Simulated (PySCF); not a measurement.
A structure optimised at PBE0-D3(BJ)/def2-SVP, used in a PySCF frequency run:

```
C
H 1 1.0987
H 1 1.0987 2 109.77
H 1 1.0989 2 108.05 3 -117.61
S 1 1.8301 2 112.30 4 -116.73
Zn 5 2.1659 1 100.60 2 -62.14
Cl 6 2.1088 1 144.43 2 -54.91
```

Q: Write its SMILES, formula and point group.

A: C[S][Zn][Cl], CH₃ClSZn, Cs

Q: What are its rotational constants (standard atomic weights)?

A: 13.358, 1.2285, 1.1332 GHz
